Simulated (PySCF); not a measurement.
YbP: f occupation and spin

Unrestricted PBE0; basis Yb x2c-TZVPall, P x2c-TZVPall; spin-free X2C with a Gaussian nucleus; PySCF 2.14. The search starts from ions with several 4f fillings and holds each by maximum overlap.

The lowest solution has 2Ms+1 = 2, about 13.9 4f electrons, near 2.54 Å.

The lowest solution of each spin and filling, followed along the bond (rough minima from three points):

```json
{"2Ms+1": "2", "4f population": "13.91", "⟨S²⟩ at the start": "0.83", "R at minimum (Å)": "2.54", "Te (eV)": "0.00"}
{"2Ms+1": "4", "4f population": "13.00", "⟨S²⟩ at the start": "3.76", "R at minimum (Å)": "2.43", "Te (eV)": "1.53"}
{"2Ms+1": "2", "4f population": "13.00", "⟨S²⟩ at the start": "0.75", "R at minimum (Å)": "2.28", "Te (eV)": "1.85"}
```

Solutions at the starting distance of 2.355 Å, counted from the lowest; the search is not exhaustive:

```tsv
2Ms+1	4f population	E (eV)	⟨S²⟩	⟨Lz²⟩	μ (D)
2	13.91	0.00	0.83	1.0	-6.78
4	13.84	0.57	3.76	0.0	-3.50
2	13.85	0.67	1.77	0.0	-3.59
2	13.92	0.69	0.77	0.0	-9.12
4	13.82	0.82	3.76	1.0	-3.95
2	13.68	1.10	1.77	1.0	-4.48
4	13.00	1.41	3.76	4.4	-5.33
4	13.00	1.42	3.76	5.0	-5.29
2	13.00	1.73	0.75	9.0	-6.96
4	13.00	1.81	3.76	10.0	-5.26
4	13.00	2.09	3.76	0.0	-6.08
```

Partly filled real f orbitals mix terms, so no term symbols are given. A population far from a whole number shows f orbitals mixing with d and ligand orbitals, not a clean configuration. A positive dipole means Yb(−)P(+).

Spin–orbit coupling is left out. Counting both spins, an empty level lies below a filled one in some of these solutions, because spin and occupation are held. The state is the lowest single determinant that the PBE0 search found; with open d or f shells the true ground state can be another one.
